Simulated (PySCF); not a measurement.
## Electronic structure of Lu (lutetium, neutral) at the UHF level

Configuration: [Xe] 4f14 6s2 6p1, 2P determinant (an excited configuration). Calculation: PySCF 2.14, in x2c-TZVPPall (11s7p7d2f2g, 99 functions); scalar relativity by spin-free X2C-1e.

```json
{"Total energy": "-14558.338250 hartree", "One-electron energy": "-19990.5710 hartree", "Hartree (Coulomb) energy": "5732.4811 hartree", "Exchange energy": "-300.2483 hartree", "⟨S²⟩": "0.9483", "⟨L²⟩": "2.630", "Sum of ⟨r⟩": "46.43 bohr", "Sum of ⟨r²⟩": "89.41 bohr²", "Traceless quadrupole moment −½Σ⟨3z² − r²⟩ along its main axis": "-11.7 e·bohr²", "Langevin diamagnetic susceptibility": "-70.8 ×10⁻⁶ cm³/mol"}
```

```
shell  electrons  mean orbital energy (hartree)  spread (hartree)  rms radius, mean of both spins (bohr)
 1s α          1                    -2338.92264                 0                                 0.0219
 1s β          1                    -2338.92236                 0                                 0.0219
 2s α          1                     -403.14229                 0                                 0.0884
 2s β          1                     -403.14222                 0                                 0.0884
 2p α          3                     -355.42135           0.00006                                 0.0801
 2p β          3                     -355.42103           0.00074                                 0.0801
 3s α          1                      -93.57502                 0                                  0.227
 3s β          1                      -93.57478                 0                                  0.227
 3p α          3                      -78.93039           0.00128                                  0.228
 3p β          3                      -78.92990           0.00102                                  0.228
 3d α          5                      -60.83701           0.00157                                  0.208
 3d β          5                      -60.83680           0.00090                                  0.208
 4s α          1                      -19.79654                 0                                  0.509
 4s β          1                      -19.79589                 0                                  0.509
 4p α          3                      -14.88421           0.00292                                  0.541
 4p β          3                      -14.88325           0.00251                                  0.541
 4d α          5                       -8.26528           0.00385                                  0.592
 4d β          5                       -8.26474           0.00276                                  0.592
 5s α          1                       -2.82289                 0                                   1.26
 5s β          1                       -2.81952                 0                                   1.26
 5p α          3                       -1.55086           0.00010                                   1.49
 5p β          3                       -1.54784           0.01076                                   1.49
 4f α          7                       -0.93713           0.00524                                  0.796
 4f β          7                       -0.93653           0.00396                                  0.796
 6s α          1                       -0.31022                 0                                   3.85
 6s β          1                       -0.27407                 0                                   3.85
 6p α          1                       -0.16568                 0                                   5.26
```

Spin-orbit coupling, absent here, splits the open shell strongly. ⟨S²⟩ = 0.95 against 0.75 shows spin contamination.

Densities and radii are taken from the X2C orbitals without a picture-change correction, which distorts them close to the nucleus.

Spin-orbit constants ζ (cm⁻¹) from the X2C one-electron operator on these orbitals: bare nucleus, nucleus screened by l(l+1)(2l+1)/3 electrons, and screened by the Breit-Pauli mean field of the electrons.

```json
{"shell": "2p", "bare": "5689000", "screened nucleus": "5529000", "mean field": "n/a"}
{"shell": "3p", "bare": "1226000", "screened nucleus": "1192000", "mean field": "n/a"}
{"shell": "3d", "bare": "191900", "screened nucleus": "164900", "mean field": "n/a"}
{"shell": "4p", "bare": "273700", "screened nucleus": "266000", "mean field": "n/a"}
{"shell": "4d", "bare": "36380", "screened nucleus": "31260", "mean field": "n/a"}
{"shell": "4f", "bare": "5746", "screened nucleus": "3480", "mean field": "n/a"}
{"shell": "5p", "bare": "33200", "screened nucleus": "32270", "mean field": "n/a"}
{"shell": "6p", "bare": "1885", "screened nucleus": "1832", "mean field": "n/a"}
```

To first order the Landé constant is A = 1832 cm⁻¹, so the lowest level has J = 1/2 and lies 0.227 eV below the centre of the term. First order in ζ underestimates the shift of the j = l − 1/2 level at high Z.
